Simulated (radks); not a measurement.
Results of a calculation; reference values are marked as such.
The lutetium ion Lu+ inside a hard spherical wall (all orbitals vanish at R), configuration held at [Xe] 4f14 6s2 and not refilled when levels cross. Code: a radial shooting solver on a logarithmic mesh with Libxc functionals. Model: scalar-relativistic Kohn-Sham, LDA (Slater exchange, VWN5 correlation), spin-unpolarised, spherical densities, point nucleus. Eigenvalues in eV, with the zero of energy where the potential of the charges vanishes at infinity; a dash marks a level that is unbound or too diffuse for the functional's potential to be trusted. A positive occupied level is held by the wall or, in an anion where self-interaction has pushed it up, behind a barrier. The pressure on the wall is -dE/dV.

R (bohr)  E (hartree)  kinetic (hartree)    e(5s)    e(5p)    e(4f)    e(6s)  e(5d, empty)  e(6p, empty)  pressure (GPa)
free      -14554.3507          15901.652  -70.222  -40.658  -18.776  -11.287        -9.471        -6.677               0
20        -14554.3507          15901.652  -70.222  -40.658  -18.776  -11.287        -9.471        -6.677        < 0.0001
10        -14554.3506          15901.654  -70.214  -40.651  -18.769  -11.281        -9.464        -6.646         0.00379
5         -14554.2226          15902.398  -68.177  -38.691  -16.707   -8.440        -7.427        -1.401            15.6
3.5       -14553.3622          15906.049  -63.061  -33.808  -11.142    4.933        -0.608        18.171             282
2.5       -14548.9837          15923.187  -48.946  -18.677    5.600   55.217        21.645        80.809            3900
1.5       -14499.7262          16084.409   53.776   102.94   97.710   405.59        177.71        464.52          161000
